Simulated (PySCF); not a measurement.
N,N-disilylmethanamine (CH9NSi2), SMILES [SiH3]N(C)[SiH3].

The structure is a stationary point at ωB97X-D3(BJ)/def2-SVP.

Two levels are set side by side: TDA-PBE/def2-SVPD (PySCF) and TDA-PBE0/def2-SVPD (PySCF). Vertical, same geometry. The lowest singlet is HOMO→LUMO 99 % with PBE and HOMO→LUMO 99 % with the other functional; states are paired by order. Differences are taken from unrounded values.

| quantity | TDA-PBE0 | TDA-PBE | TDA-PBE minus TDA-PBE0 |
|---|---|---|---|
| lowest singlet excitation (eV) | 5.73 | 5.05 | -0.67 |
| lowest triplet excitation (TDA) (eV) | 5.44 | 4.83 | -0.61 |
| first bright state (f over 0.05) (eV) | 8.14 | 7.26 | -0.88 |
| its oscillator strength | 0.12 | 0.08 | -0.04 |

A lower first singlet is the usual sign of a functional without exact exchange. Differences between two approximate levels are no errors against the true value.

Rough cost on one machine, each run with all the roots and properties that it gave: TDA-PBE0 against TDA-PBE about 2 times.
